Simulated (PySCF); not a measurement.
A structure optimised at PBE-D3(BJ)/def2-SVP, used in a PySCF frequency run:

```xyz
16

O     -2.9906     2.1911    -0.1651
C     -2.8007     1.0216    -0.4346
C     -1.4556     0.4094    -0.7138
Si    -0.7763    -0.4970     0.8398
Si     1.3079    -1.4447     0.2991
Si     2.7296     0.2604    -0.4814
H     -3.6607     0.2813    -0.4622
H     -1.5283    -0.3514    -1.5199
H     -0.7309     1.2004    -0.9964
H     -1.7674    -1.5470     1.2708
H     -0.6195     0.5011     1.9547
H      1.9096    -2.1206     1.5046
H      1.1154    -2.4792    -0.7819
H      2.8983     1.3056     0.5886
H      4.0828    -0.2762    -0.8632
H      2.1073     0.9102    -1.6896
```
Charge 0, spin multiplicity 1.

**Question.** Write its SMILES and formula.

**Answer.** O=CC[SiH2][SiH2][SiH3], C2H10OSi3

**Question.** What are its rotational constants (standard atomic weights)?

**Answer.** 2.9838, 0.74255, 0.63730 GHz
